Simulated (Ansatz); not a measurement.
Reaction (SMILES): [Cl][Ga] (Cl-Ga) (closed-shell singlet) → Cl atom + Ga atom
B3LYP-D3(BJ)/def2-TZVP geometries, fixed; electronic energies without zero-point terms.

Energies in hartree at wB97M-V with Ansatz (a first-principles code); the atomisation energy is their sum with the coefficients shown, times 627.509 kcal/mol a hartree. All functions are spherical. The program fits the integrals of some runs and decomposes those of others, by size. Open shells are unrestricted. The functional holds VV10 correlation; no added dispersion term, no relativity.

```csv
species,coefficient,part,aug-cc-pV(D+d)Z,aug-cc-pV(T+d)Z,aug-cc-pV(Q+d)Z
[Cl][Ga] (Cl-Ga) (closed-shell singlet),-1,wB97M-V,-2384.97554,-2385.05617,-2385.06245
Cl atom,+1,wB97M-V,-460.12101,-460.13439,-460.13744
Ga atom,+1,wB97M-V,-1924.67639,-1924.74169,-1924.74518
```

Q: Predict the atomisation energy in aug-cc-pV(5+d)Z (X = 5): let each wB97M-V step shrink by the ratio of the last two. Compare with the run.

A: 
- [Cl][Ga] (Cl-Ga) (closed-shell singlet): steps -0.08063 and -0.00628, ratio 0.078, so wB97M-V -2385.06294 (run: -2385.06642).
- Cl atom: steps -0.01338 and -0.00305, ratio 0.228, so wB97M-V -460.13814 (run: -460.13839).
- Ga atom: steps -0.06530 and -0.00349, ratio 0.053, so wB97M-V -1924.74536 (run: -1924.74847).
Predicted 112.60 kcal/mol; the run in aug-cc-pV(5+d)Z gives 112.68, a miss of -0.08. Keeping the value in aug-cc-pV(Q+d)Z, 112.85, would miss by 0.17. All sums are of the energies as printed.
